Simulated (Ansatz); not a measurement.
Reaction (ligand exchange at the Si–C bond): `C=C=C([SiH3])Cl` + `[OH][GeH2][F]` → `[F][GeH2][O][SiH3]` + `C=C=CCl`

Computed with Ansatz on PBE0-D4/def2-TZVP structures; ΔE is electronic, products minus reactants. CCSD(T)/CBS adds triple-zeta CCSD(T) − MP2 to the extrapolated MP2 energy (def2 sets, frozen cores). Functionals use def2-TZVPP. For Ge outer-core shells are correlated without core-valence functions, which leaves a few kJ/mol of doubt a bond. Scalar relativity is left out up to krypton. Each species was taken in one conformer, which may not be the lowest.

`C=C=C([SiH3])Cl`:

```xyz
10

C     0.855    1.069   -1.759
C     0.067    0.690   -0.797
C    -0.681    0.272    0.180
Si   -0.189   -1.109    1.337
Cl   -2.242    1.000    0.478
H     0.795    0.617   -2.744
H     1.589    1.854   -1.607
H    -0.162   -0.594    2.729
H     1.154   -1.595    0.936
H    -1.187   -2.203    1.244
```

`[OH][GeH2][F]`:

```xyz
6

O    -0.482    0.788   -1.021
Ge   -0.084   -0.220    0.366
F     0.920   -1.522   -0.200
H     0.275    1.249   -1.391
H     0.773    0.527    1.396
H    -1.401   -0.822    0.850
```

`[F][GeH2][O][SiH3]`:

Cartesian coordinates in Å:
```
F 2.017 -0.116 -1.235
Ge 0.892 -1.216 -0.502
O -0.025 -0.282 0.662
Si -0.929 1.088 0.614
H 1.700 -2.257 0.270
H -0.019 -1.713 -1.629
H -0.081 2.283 0.851
H -1.596 1.223 -0.711
H -1.958 0.991 1.678
```

`C=C=CCl`:

```xyz
7

C    -0.694   -0.746   -0.898
C    -0.036   -0.082    0.003
C     0.619    0.569    0.914
Cl    1.249    2.160    0.662
H    -1.774   -0.669   -0.977
H    -0.184   -1.398   -1.601
H     0.821    0.166    1.898
```

| level | ΔE (kcal/mol) |
| --- | --- |
| PBE0-D4 | -18.4 |
| ωB97M-V | -20.3 |

(1) What does CCSD(T)/CBS give? (Best estimate.)

Largest T1 diagnostic among the species: 0.012.

## Answers

(1) Computed: -20.4 kcal/mol. The listed levels differ from it by 2.0, 0.1 kcal/mol.

The D4 term adds +0.8 kcal/mol with B3LYP and +0.5 kcal/mol with PBE0; it sums over pairs of atoms, weighted by their polarisabilities, and B3LYP, whose exchange is more repulsive, gets the larger term. In def2-TZVPP, CCSD(T) changes the Hartree–Fock value by +5.3 kcal/mol (the triples alone add +1.0 kcal/mol) and MP2 by +5.9 kcal/mol. From PBE to PBE0 (25 % exact exchange), in def2-TZVPP and without D4, ΔE moves by −1.6 kcal/mol.

B3LYP here is the variant with VWN-RPA as its local correlation; programs differ in this.
